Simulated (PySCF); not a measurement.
Coordinates in bohr (charge 0 multiplicity 1):
```
Se    0.0000    0.0000   -0.9772
Al    3.7700    0.0000    1.4471
Al   -3.7700    0.0000    1.4471
```

These are results of PySCF, PBE0, basis Se def2-TZVP, Al def2-TZVP (no relativity, density fitting), not measurements.

This geometry of Al₂Se is a stationary point at this level.

(1) What is the point group?

(2) Is it a minimum?

(3) What are the dipole moment and the gap between the highest occupied and lowest empty levels?

(4) Give the atomic charges and bond orders.

(5) What is the atomisation energy, with and without zero-point energy?

Answers

(1) C2v.

(2) Yes: all harmonic wavenumbers are real, though the softest, 59 cm⁻¹, leaves little margin.

(3) 1.13 D and 4.11 eV.

(4) 
| atom | Mulliken | Löwdin | polar tensor | Mayer order to Se1 |
| --- | --- | --- | --- | --- |
| Se1 | -0.38 | 0.18 | -1.05 | – |
| Al2,3 | 0.19 | -0.09 | 0.52 | 1.13 |

(5) 683 kJ/mol without, 679 kJ/mol with.

Other isomers or separated fragments may lie lower.
